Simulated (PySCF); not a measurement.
Magnetic susceptibility: `InChI=1S/C4H4N2SSi/c1-2-3-4(8)5-6-7-3/h1H,8H3`

Geometry:
| atom | x (Å) | y (Å) | z (Å) |
| --- | --- | --- | --- |
| C1 | -1.503 | -2.345 | 0.163 |
| C2 | -0.520 | -1.653 | 0.105 |
| C3 | 0.622 | -0.859 | 0.038 |
| S4 | 2.231 | -1.487 | 0.048 |
| N5 | 2.850 | 0.049 | -0.053 |
| N6 | 1.972 | 0.945 | -0.091 |
| C7 | 0.699 | 0.525 | -0.045 |
| Si8 | -0.737 | 1.738 | -0.093 |
| H9 | -2.364 | -2.941 | 0.213 |
| H10 | -0.168 | 3.076 | -0.182 |
| H11 | -1.520 | 1.547 | 1.130 |
| H12 | -1.560 | 1.405 | -1.258 |

Level of theory: GIAO PBE/pcSseg-1 magnetisability, rotational g tensor and spin-rotation constants, non-relativistic, gas phase (PySCF 2.14.0). Geometry: GFN2-xTB.

Question: What are the magnetisability and the molar susceptibility?

Answer: Isotropic -1227 × 10⁻³⁰ J/T², or -73.9 × 10⁻⁶ cm³/mol; principal values -1824, -1019, -839 × 10⁻³⁰ J/T², anisotropy 909 × 10⁻³⁰ J/T² (root of half the summed squared differences of the principal values). The susceptibility is in cgs units.

Question: Split it along the inertial axes a, b, c into diamagnetic and paramagnetic parts about the centre of mass, with the quadrupole moment.

Answer: 
| axis | χ (10⁻⁶ cm³/mol) | diamagnetic (10⁻⁶ cm³/mol) | paramagnetic (10⁻⁶ cm³/mol) | summed x² of all electrons (Å²) | quadrupole Θ (D Å) |
| --- | --- | --- | --- | --- | --- |
| a | -51.9 | -731.4 | 679.5 | 195.8 | +2.86 |
| b | -60.0 | -897.8 | 837.8 | 156.6 | +0.19 |
| c | -109.9 | -1495.2 | 1385.3 | 15.8 | -3.05 |

Anisotropies 2χaa − χbb − χcc = +66.0 and 2χbb − χaa − χcc = +41.9 × 10⁻⁶ cm³/mol. Θ is traceless in Buckingham's convention.

Question: And the rotational g tensor?

Answer: 
```
axis  rotational constant (GHz)        g  nuclear part  electronic part
   a                     1.8680  -0.0491        0.5472          -0.5963
   b                     1.4615  -0.0318        0.5435          -0.5753
   c                     0.8277  +0.0022        0.5408          -0.5387
```
Asymmetric top; isotopes 12C, 1H, 14N, 32S, 28Si; no vibrational averaging.
